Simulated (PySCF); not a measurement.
A geometry optimisation, step by step.

SiH3PHPF2, F2H4P2Si.
SMILES with atom numbers: `[F:1][P:2]([F:3])[PH:4][SiH3:5]` (hydrogens: H6 on P4; H7, H8, H9 on Si5)

Computed by this run: PBE0-D3(BJ)/def2-SVP geometry optimisation, gas phase (PySCF); density fitting, grid level 1; the optimiser is geomeTRIC in internal coordinates, started from a GFN2-xTB structure with every atom displaced at random (about 0.01 Å). The frame can shift and turn from step to step; on so coarse a grid that alone can change the energy by a few meV, and forces under 0.02 eV/Å are noise.

Step 0: E = -31927.0963 eV, largest atomic force 1.522 eV/Å
```
atom  x, y, z in Å  |  force x, y, z in eV/Å
F1      2.705    1.385    0.700   -0.113  -0.183   0.211
P2      1.755    0.213    0.106    1.370   0.161  -0.643
F3      1.635    0.872   -1.379   -0.260  -0.334   0.147
P4     -0.145    0.885    0.854   -0.961   0.967  -0.523
Si5    -1.289   -0.649   -0.397    0.497   0.361   0.824
H6     -0.034    0.066    1.968    0.027  -0.650   0.783
H7     -2.583   -0.772    0.257   -0.662  -0.131   0.246
H8     -0.592   -1.936   -0.430    0.245  -0.533  -0.070
H9     -1.395   -0.082   -1.714   -0.144   0.343  -0.975
```

Step 1: E = -31927.2516 eV, largest atomic force 0.275 eV/Å
```
atom  x, y, z in Å  |  force x, y, z in eV/Å
F1      2.713    1.528    0.578    0.107   0.114   0.009
P2      1.877    0.235    0.116   -0.215  -0.031  -0.141
F3      1.575    0.674   -1.418    0.121  -0.053   0.060
P4     -0.119    0.897    0.874   -0.004  -0.167   0.219
Si5    -1.293   -0.620   -0.354    0.087   0.105  -0.053
H6     -0.023    0.043    2.031   -0.059   0.102  -0.138
H7     -2.622   -0.788    0.301    0.004  -0.016   0.015
H8     -0.595   -1.939   -0.441   -0.011  -0.017  -0.014
H9     -1.453   -0.045   -1.721   -0.031  -0.038   0.044
```

Step 2: E = -31927.2577 eV, largest atomic force 0.093 eV/Å
```
atom  x, y, z in Å  |  force x, y, z in eV/Å
F1      2.718    1.533    0.578    0.005   0.045  -0.010
P2      1.871    0.239    0.126   -0.020  -0.063  -0.048
F3      1.605    0.654   -1.419    0.012  -0.015   0.091
P4     -0.128    0.898    0.882   -0.016   0.014   0.019
Si5    -1.290   -0.615   -0.358    0.036   0.038  -0.021
H6     -0.044    0.043    2.029   -0.003  -0.001  -0.036
H7     -2.612   -0.802    0.308    0.004  -0.012   0.013
H8     -0.586   -1.930   -0.462    0.001  -0.001  -0.011
H9     -1.473   -0.036   -1.717   -0.019  -0.005   0.003
```

Step 3: E = -31927.2606 eV, largest atomic force 0.092 eV/Å
```
atom  x, y, z in Å  |  force x, y, z in eV/Å
F1      2.710    1.541    0.575   -0.014  -0.015  -0.004
P2      1.867    0.234    0.150    0.040   0.006   0.051
F3      1.617    0.616   -1.403   -0.024  -0.008  -0.011
P4     -0.135    0.903    0.887    0.019   0.069  -0.058
Si5    -1.284   -0.604   -0.367   -0.013  -0.013   0.000
H6     -0.060    0.043    2.025   -0.014  -0.052   0.039
H7     -2.595   -0.818    0.312    0.003  -0.011   0.004
H8     -0.568   -1.912   -0.494    0.009   0.009  -0.011
H9     -1.494   -0.018   -1.719   -0.008   0.015  -0.011
```

Step 4: E = -31927.2638 eV, largest atomic force 0.194 eV/Å
```
atom  x, y, z in Å  |  force x, y, z in eV/Å
F1      2.700    1.556    0.572   -0.046  -0.073  -0.019
P2      1.863    0.224    0.205    0.095   0.058   0.158
F3      1.635    0.528   -1.366   -0.045   0.013  -0.107
P4     -0.149    0.915    0.896    0.056   0.079  -0.083
Si5    -1.272   -0.583   -0.389   -0.058  -0.063   0.009
H6     -0.099    0.040    2.022   -0.028  -0.061   0.074
H7     -2.562   -0.855    0.310    0.004  -0.003  -0.010
H8     -0.525   -1.867   -0.562    0.015   0.019  -0.009
H9     -1.529    0.027   -1.721    0.006   0.031  -0.014
```

Step 5: E = -31927.2629 eV, largest atomic force 0.256 eV/Å
```
atom  x, y, z in Å  |  force x, y, z in eV/Å
F1      2.683    1.573    0.555   -0.057  -0.105  -0.022
P2      1.856    0.207    0.302    0.115   0.114   0.199
F3      1.651    0.374   -1.291   -0.043   0.029  -0.181
P4     -0.170    0.932    0.916    0.072   0.031  -0.051
Si5    -1.252   -0.545   -0.427   -0.074  -0.102   0.013
H6     -0.175    0.034    2.026   -0.036  -0.031   0.071
H7     -2.510   -0.914    0.286   -0.001   0.009  -0.023
H8     -0.451   -1.785   -0.676    0.004   0.019   0.004
H9     -1.570    0.111   -1.723    0.023   0.035  -0.009
```

Step 6: E = -31927.2661 eV, largest atomic force 0.131 eV/Å
```
atom  x, y, z in Å  |  force x, y, z in eV/Å
F1      2.687    1.572    0.557   -0.028  -0.052  -0.009
P2      1.863    0.212    0.275    0.054   0.061   0.103
F3      1.640    0.420   -1.313   -0.027   0.006  -0.084
P4     -0.161    0.922    0.914    0.035  -0.002  -0.019
Si5    -1.259   -0.559   -0.417   -0.034  -0.036  -0.003
H6     -0.157    0.031    2.033   -0.018  -0.008   0.028
H7     -2.533   -0.894    0.283    0.001   0.005  -0.011
H8     -0.476   -1.813   -0.642    0.006   0.008  -0.002
H9     -1.545    0.093   -1.723    0.012   0.017  -0.002
```

Step 7: E = -31927.2670 eV, largest atomic force 0.033 eV/Å
```
atom  x, y, z in Å  |  force x, y, z in eV/Å
F1      2.682    1.578    0.550   -0.001  -0.002   0.001
P2      1.867    0.212    0.290   -0.001   0.014   0.019
F3      1.630    0.402   -1.302   -0.002  -0.005  -0.016
P4     -0.160    0.915    0.924    0.000  -0.029   0.014
Si5    -1.255   -0.557   -0.423    0.003   0.007  -0.010
H6     -0.171    0.024    2.045    0.000   0.010  -0.007
H7     -2.536   -0.895    0.263   -0.002   0.004  -0.003
H8     -0.470   -1.808   -0.654   -0.002  -0.001   0.000
H9     -1.526    0.113   -1.724    0.005   0.002   0.004
```

Step 8: E = -31927.2672 eV, largest atomic force 0.031 eV/Å
```
atom  x, y, z in Å  |  force x, y, z in eV/Å
F1      2.674    1.587    0.546    0.007   0.020   0.001
P2      1.869    0.213    0.305   -0.018  -0.010  -0.018
F3      1.626    0.383   -1.290    0.009  -0.004   0.019
P4     -0.162    0.908    0.934   -0.014  -0.022   0.017
Si5    -1.251   -0.553   -0.430    0.015   0.016  -0.006
H6     -0.182    0.015    2.053    0.008   0.005  -0.014
H7     -2.538   -0.894    0.244   -0.003   0.003  -0.001
H8     -0.466   -1.803   -0.667   -0.006  -0.005   0.001
H9     -1.511    0.130   -1.726    0.002  -0.003   0.002
```

Step 9: E = -31927.2675 eV, largest atomic force 0.049 eV/Å
```
atom  x, y, z in Å  |  force x, y, z in eV/Å
F1      2.662    1.603    0.543    0.008   0.029   0.000
P2      1.872    0.217    0.321   -0.022  -0.020  -0.038
F3      1.626    0.365   -1.277    0.014  -0.004   0.037
P4     -0.165    0.896    0.945   -0.021  -0.005   0.015
Si5    -1.247   -0.551   -0.438    0.018   0.016  -0.001
H6     -0.188   -0.001    2.060    0.012  -0.006  -0.015
H7     -2.541   -0.889    0.222   -0.003   0.002   0.001
H8     -0.467   -1.803   -0.679   -0.007  -0.006   0.002
H9     -1.492    0.147   -1.730    0.000  -0.005  -0.002
```

Step 10: E = -31927.2685 eV, largest atomic force 0.066 eV/Å
```
atom  x, y, z in Å  |  force x, y, z in eV/Å
F1      2.623    1.655    0.536    0.004   0.031  -0.002
P2      1.882    0.236    0.359   -0.016  -0.026  -0.059
F3      1.632    0.326   -1.243    0.018  -0.004   0.052
P4     -0.173    0.865    0.974   -0.027   0.033   0.013
Si5    -1.237   -0.546   -0.457    0.015   0.008   0.007
H6     -0.198   -0.051    2.073    0.015  -0.027  -0.012
H7     -2.552   -0.874    0.167   -0.002  -0.001   0.004
H8     -0.475   -1.808   -0.704   -0.004  -0.005   0.005
H9     -1.442    0.182   -1.738   -0.003  -0.009  -0.008
```

Step 11: E = -31927.2692 eV, largest atomic force 0.063 eV/Å
```
atom  x, y, z in Å  |  force x, y, z in eV/Å
F1      2.574    1.717    0.525    0.000   0.006   0.000
P2      1.891    0.263    0.396    0.000  -0.016  -0.052
F3      1.644    0.290   -1.209    0.013   0.003   0.045
P4     -0.183    0.832    1.003   -0.025   0.056   0.013
Si5    -1.227   -0.544   -0.474    0.002   0.001   0.006
H6     -0.201   -0.110    2.078    0.012  -0.036  -0.009
H7     -2.561   -0.857    0.117    0.000  -0.003   0.002
H8     -0.483   -1.816   -0.724    0.002  -0.002   0.006
H9     -1.394    0.209   -1.746   -0.004  -0.009  -0.012
```

Step 12: E = -31927.2698 eV, largest atomic force 0.043 eV/Å
```
atom  x, y, z in Å  |  force x, y, z in eV/Å
F1      2.579    1.714    0.532   -0.005   0.000  -0.003
P2      1.890    0.264    0.388    0.010  -0.005  -0.019
F3      1.647    0.306   -1.217    0.001   0.003   0.017
P4     -0.184    0.837    0.999   -0.012   0.041   0.008
Si5    -1.230   -0.546   -0.470   -0.004  -0.005   0.002
H6     -0.195   -0.110    2.070    0.005  -0.026  -0.002
H7     -2.561   -0.858    0.127    0.001  -0.003   0.001
H8     -0.485   -1.818   -0.713    0.004  -0.001   0.004
H9     -1.403    0.196   -1.748    0.000  -0.005  -0.006
```

Step 13: E = -31927.2702 eV, largest atomic force 0.026 eV/Å
```
atom  x, y, z in Å  |  force x, y, z in eV/Å
F1      2.567    1.731    0.534   -0.005  -0.009  -0.003
P2      1.888    0.275    0.388    0.013   0.011   0.019
F3      1.649    0.316   -1.216   -0.008   0.003  -0.021
P4     -0.188    0.834    1.005    0.003   0.008   0.006
Si5    -1.228   -0.548   -0.470   -0.009  -0.008  -0.006
H6     -0.188   -0.132    2.060   -0.003  -0.004   0.003
H7     -2.562   -0.857    0.123    0.002  -0.003  -0.001
H8     -0.483   -1.822   -0.703    0.005   0.001   0.001
H9     -1.395    0.187   -1.753    0.002  -0.001   0.001
```

**Question.** Summarise the path.

**Answer.** The energy falls by 16.78 kJ/mol from step 0 to step 13; nine tenths of that is first reached at step 2. It rises by more than 0.2 meV at step 5. The largest force goes from 1.522 to 0.026 eV/Å. Among the bonds P2–P4 changes most, from 2.150 to 2.238 Å; the atoms move by 0.307 Å rms after alignment.

**Question.** Follow the three bonds and two angles with the largest change from start to end.

**Answer.** 
```
step  E above end (kJ/mol)  largest force (eV/Å)  P2–P4 (Å)  Si5–H9 (Å)  P4–H6 (Å)  P2–P4–Si5 (°)  F1–P2–F3 (°)
   0                 16.78                 1.522      2.150       1.438      1.388           92.4          94.8
   1                  1.79                 0.275      2.235       1.492      1.441           94.6          98.7
   2                  1.20                 0.093      2.236       1.489      1.433           94.4          98.5
   3                  0.92                 0.092      2.236       1.488      1.429           94.1          98.2
   4                  0.62                 0.194      2.237       1.487      1.427           93.8          98.0
   5                  0.70                 0.256      2.238       1.487      1.428           93.3          97.6
   6                  0.40                 0.131      2.237       1.488      1.430           93.6          97.7
   7                  0.31                 0.033      2.237       1.488      1.432           93.7          97.6
   8                  0.29                 0.031      2.237       1.488      1.432           93.8          97.6
   9                  0.26                 0.049      2.236       1.488      1.431           94.0          97.6
  10                  0.17                 0.066      2.235       1.488      1.430           94.7          97.5
  11                  0.10                 0.063      2.235       1.488      1.429           95.5          97.4
  12                  0.04                 0.043      2.236       1.488      1.430           95.4          97.4
  13                  0.00                 0.026      2.238       1.488      1.430           95.4          97.4
```

The cost below is that of the whole optimisation. Hardware: Arm Neoverse N1, one thread, on a shared host. Cost: 77 s wall, 0.42 GiB resident at most.
